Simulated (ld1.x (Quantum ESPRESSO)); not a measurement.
Reading a pseudo-wave (aluminium)

Columns: radius, all-electron u(r) and pseudo u(r) of the 3p shell (level -4.16 eV) of aluminium in the configuration [Ne] 3s2 3p0.75; PBE, non-relativistic, TM scheme, ld1.x (Quantum ESPRESSO) 7.5.

| r (bohr) | all-electron | pseudo |
| --- | --- | --- |
| 0.090 | 0.0660 | -0.0028 |
| 0.180 | 0.1556 | -0.0110 |
| 0.270 | 0.2103 | -0.0242 |
| 0.360 | 0.2256 | -0.0417 |
| 0.450 | 0.2097 | -0.0626 |
| 0.540 | 0.1725 | -0.0860 |
| 0.630 | 0.1223 | -0.1108 |
| 0.720 | 0.0650 | -0.1364 |
| 0.810 | 0.0046 | -0.1622 |
| 0.900 | -0.0560 | -0.1881 |
| 0.990 | -0.1151 | -0.2143 |
| 1.080 | -0.1713 | -0.2413 |
| 1.170 | -0.2241 | -0.2696 |
| 1.260 | -0.2730 | -0.2995 |
| 1.350 | -0.3178 | -0.3312 |
| 1.440 | -0.3586 | -0.3641 |
| 1.530 | -0.3955 | -0.3971 |
| 1.620 | -0.4287 | -0.4290 |
| 1.710 | -0.4583 | -0.4583 |
| 1.800 | -0.4841 | -0.4841 |
| 1.890 | -0.5064 | -0.5064 |
| 1.980 | -0.5253 | -0.5253 |
| 2.070 | -0.5408 | -0.5408 |
| 2.160 | -0.5534 | -0.5534 |
| 2.250 | -0.5630 | -0.5630 |
| 2.340 | -0.5700 | -0.5700 |

Question: How many radial nodes do the two functions have?

Answer: The all-electron 3p function has n − l − 1 = 1; the pseudo-wave has 0, since the states of the same l below it are removed with the core.

Question: At about which radius was the pseudo-wave matched?

Answer: 1.80 bohr. The columns agree to 0.0005 from 1.62 bohr on; several derivatives are matched, so the curves merge somewhat inside the radius.

Question: Is the pseudo-wave norm-conserving?

Answer: Yes: the TM scheme keeps the norm inside the radius equal to the all-electron one, which fixes the energy derivative of the logarithmic derivative at the level.
